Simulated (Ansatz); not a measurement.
Gas-phase electronic energies from Ansatz, PBE0-D4/def2-TZVP geometries. CBS: MP2 limit from def2 TZ/QZ plus the TZ coupled-cluster correction, frozen cores. This one scheme is used for every species. DFT in def2-TZVPP. B3LYP here is the variant with VWN-RPA as its local correlation; programs differ in this. One conformer a species, not always the lowest.

Reaction (formal exchange of groups at a C–B bond): `BC=N` + `N[SiH](O)S` → `N=C[Si](N)(O)S` + BH₃

| level | ΔE (kJ/mol) |
| --- | --- |
| ωB97X-V | -6.1 |
| B2PLYP | -1.4 |
| PBE | 1.9 |
| B3LYP | 3.9 |
| CCSD/def2-TZVPP | -3.9 |
| HF/def2-QZVPP | 5.0 |
| MP2/def2-QZVPP | -8.5 |
| SCS-MP2/def2-QZVPP | -5.1 |

(1) What does CCSD(T)/CBS give? (An estimate is asked.)

Largest T1 diagnostic among the species: 0.012.

Results:

(1) Ansatz gave: -5.5 kJ/mol. The listed levels differ from it by -0.6, 4.1, 7.4, 9.4, 1.6, 10.5, -3.0, 0.4 kJ/mol.

In def2-TZVPP, CCSD(T) changes the Hartree–Fock value by −10.3 kJ/mol (the triples alone add −2.1 kJ/mol) and MP2 by −13.3 kJ/mol. The D4 term adds −9.5 kJ/mol with B3LYP and −5.5 kJ/mol with PBE0; it sums over pairs of atoms, weighted by their polarisabilities, and B3LYP, whose exchange is more repulsive, gets the larger term.

CCSD(T)/CBS has its own doubt, a few kJ/mol and more with outer-core shells, so smaller differences from it don't rank the levels.
